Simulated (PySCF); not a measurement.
Species: C₈H₁₀FP.
SMILES with atom numbers: `[CH3:1][P:2]([CH3:3])[c:4]1[cH:5][cH:6][c:7]([F:8])[cH:9][cH:10]1` (hydrogens: H11, H12, H13 on C1; H14, H15, H16 on C3; H17 on C5; H18 on C6; H19 on C9; H20 on C10)

Level of theory: TDDFT wB97X-D/def2-SVPD, vertical, gas phase, core orbitals frozen in the response in PySCF 2.14.0, density-fitted response routines. Isolated species at its PBE0-D3(BJ)/def2-SVP geometry (one conformer only). Torsions of this conformer, `[CH3:1][P:2]([CH3:3])[c:4]1[cH:5][cH:6][c:7]([F:8])[cH:9][cH:10]1`: C1–P2–C4–C5 -130°.

```tsv
state	E (eV)	λ (nm)	f	|μ| (D)	main configurations (H = HOMO, L = LUMO)
S1	5.33	232.4	0.0077	0.62	H-1→L (42%), H-1→L+1 (20%), H-2→L+1 (18%)
S2	5.36	231.3	0.0098	0.70	H→L (69%), H→L+1 (22%)
S3	5.79	214.2	0.0012	0.23	H→L+1 (74%), H→L (24%)
S4	6.00	206.5	0.074	1.80	H-1→L+1 (40%), H-1→L (30%), H-2→L (23%)
S5	6.78	182.9	0.375	3.82	H→L+2 (40%), H→L+3 (23%), H-2→L+1 (11%)
S6	6.89	180.0	0.262	3.17	H-2→L (33%), H-1→L+1 (23%), H-2→L+1 (15%)
S7	6.98	177.7	0.437	4.06	H-2→L+1 (39%), H-2→L (16%), H-1→L (13%)
S8	7.11	174.3	0.254	3.07	H→L+2 (25%), H→L+3 (24%), H→L+7 (14%)
S9	7.15	173.5	0.092	1.85	H→L+4 (87%)
S10	7.51	165.1	0.0001	0.05	H-1→L+2 (54%), H-1→L+3 (30%)
```

Triplets (Tamm–Dancoff): T1 4.12 eV, H-1→L (34%), H-1→L+1 (28%), H-2→L (21%); T2 4.66 eV, H-1→L (52%), H-1→L+1 (34%), H-2→L+1 (12%); T3 4.78 eV, H-2→L (51%), H-1→L+1 (28%), H-2→L+1 (12%); T4 5.01 eV, H→L (65%), H→L+1 (17%).

The lowest singlet lies at 5.33 eV (232 nm, ultraviolet) and is weak; its leading configuration is HOMO-1→LUMO (42%). The most intense listed level is S7 at 6.98 eV (178 nm, f = 0.437), 1.64 eV above S1. Löwdin shares by element: HOMO phosphorus 60%, carbon 29% or more; LUMO carbon 64% or more (atoms not listed hold the other 36%). Orbital energies (eV): HOMO-3 -11.21, HOMO-2 -9.51, HOMO-1 -9.00, HOMO -8.48, LUMO 0.97, LUMO+1 1.20, LUMO+2 2.27. The oscillator strengths of these states sum to 1.513; summed over the whole spectrum of an exact calculation they would give the number of electrons, 82 (Thomas–Reiche–Kuhn). Of the 10 states listed, 6 reach f = 0.01 and 1 stays under 0.0005. No computed singlet lies in the visible range (380 to 750 nm); the lowest, at 232 nm, stands 2.07 eV above its violet end (3.26 eV). All these states lie below the vertical ionisation energy of 8.59 eV (ΔSCF). Singlets were solved by full linear response, triplets in the Tamm–Dancoff approximation.
